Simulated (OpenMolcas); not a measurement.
Multiplet structure of Cl III

| Item | Value |
| --- | --- |
| Program | OpenMolcas |
| Method | XMS-RASPT2, IPEA 0.25 Eh, imaginary shift 0.1 Eh (closed shells correlated: 2s 2p) |
| Basis | ANO-RCC-VTZP [5s4p2d1f] |
| Scalar Hamiltonian | DKH2, point nucleus |
| Active space | 5 electrons in 9 orbitals (RAS2 3s 3p; RAS3 3d, at most 2 electrons) |
| State averaging | 2S+1 = 4 odd, 1 root; 2S+1 = 2 odd, 11 roots; 2S+1 = 4 even, 3 roots; 2S+1 = 2 even, 9 roots |
| Spin-orbit coupling | RASSI with atomic mean-field integrals over the reference wave functions, term energies averaged over their components |

Spin-free terms above the lowest, with the occupations of the reference:

```json
{"Configuration": "3s² 3p³", "Term": "⁴S°", "E (cm⁻¹)": "0.0", "Occupations": "3s 1.96 3p 2.99 3d 0.06"}
{"Configuration": "3s² 3p³", "Term": "²D°", "E (cm⁻¹)": "18760", "Occupations": "3s 1.96 3p 2.98 3d 0.06"}
{"Configuration": "3s² 3p³", "Term": "²P°", "E (cm⁻¹)": "31020", "Occupations": "3s 1.93 3p 3.01 3d 0.07"}
{"Configuration": "3s 3p⁴", "Term": "⁴P", "E (cm⁻¹)": "99000", "Occupations": "3s 1.10 3p 3.73 3d 0.16"}
{"Configuration": "3s 3p⁴", "Term": "²D", "E (cm⁻¹)": "124960", "Occupations": "3s 1.23 3p 3.47 3d 0.30"}
```

With spin-orbit coupling, above the lowest level:

```json
{"Configuration": "3s² 3p³", "Term": "⁴S°", "J": "3/2", "E (cm⁻¹)": "0.0", "Measured (cm⁻¹)": "0.0", "g": "2.002", "Term weight %": "100"}
{"Configuration": "3s² 3p³", "Term": "²D°", "J": "3/2", "E (cm⁻¹)": "18720", "Measured (cm⁻¹)": "18053", "g": "0.802", "Term weight %": "100"}
{"Configuration": "3s² 3p³", "Term": "²D°", "J": "5/2", "E (cm⁻¹)": "18770", "Measured (cm⁻¹)": "18120", "g": "1.200", "Term weight %": "100"}
{"Configuration": "3s² 3p³", "Term": "²P°", "J": "1/2", "E (cm⁻¹)": "31040", "Measured (cm⁻¹)": "29812", "g": "0.666", "Term weight %": "100"}
{"Configuration": "3s² 3p³", "Term": "²P°", "J": "3/2", "E (cm⁻¹)": "31090", "Measured (cm⁻¹)": "29907", "g": "1.332", "Term weight %": "100"}
{"Configuration": "3s 3p⁴", "Term": "⁴P", "J": "5/2", "E (cm⁻¹)": "98680", "Measured (cm⁻¹)": "98520", "g": "1.601", "Term weight %": "100"}
{"Configuration": "3s 3p⁴", "Term": "⁴P", "J": "3/2", "E (cm⁻¹)": "99240", "Measured (cm⁻¹)": "99130", "g": "1.735", "Term weight %": "100"}
{"Configuration": "3s 3p⁴", "Term": "⁴P", "J": "1/2", "E (cm⁻¹)": "99570", "Measured (cm⁻¹)": "99475", "g": "2.670", "Term weight %": "100"}
{"Configuration": "3s 3p⁴", "Term": "²D", "J": "3/2", "E (cm⁻¹)": "124960", "Measured (cm⁻¹)": "", "g": "0.800", "Term weight %": "100"}
{"Configuration": "3s 3p⁴", "Term": "²D", "J": "5/2", "E (cm⁻¹)": "124980", "Measured (cm⁻¹)": "", "g": "1.201", "Term weight %": "100"}
```

Against the 7 measured excited levels shown (Moore, Atomic Energy Levels, vol. I, NSRDS-NBS 35 (1971 reprint of NBS Circular 467, 1949)) the mean absolute deviation is 590 cm-1; the largest miss in energy is 3s² 3p³ ²P°_1/2: computed 31040, measured 29812 cm⁻¹ (+4.1 %).

Spin-orbit coupling puts the lowest level 16.3 cm⁻¹ below the lowest spin-free term.

CASPT2 breaks the degeneracy within a term, and the mean is taken; among the terms shown or strongly mixed into the levels shown the widest spread is 170 cm-1 (3s 3p⁴ ²D). The run also gave levels led by 3s² 3p² 3d, which use shells meant for correlation; these and all levels above them are left out. Some terms mix strongly with configurations of 3d, whose occupation reaches 0.30 (3s 3p⁴ ⁴P, 3s 3p⁴ ²D). Measured partners are found by configuration, term and J. A level has none where our copy of the source lacks it or the pairing is in doubt (some pairs that miss far off the trend of their configuration count as doubtful), and it then counts in no deviation. Only configurations of the active space appear. The first state left out of the spin-orbit step lies near 170000 cm-1 above the lowest spin-free state of the reference (among the parities and spins computed), and the list stops at four fifths of that energy or lower.

The term weight is that of the spin-free term in the level, not the purity of its configuration. ° marks odd parity.
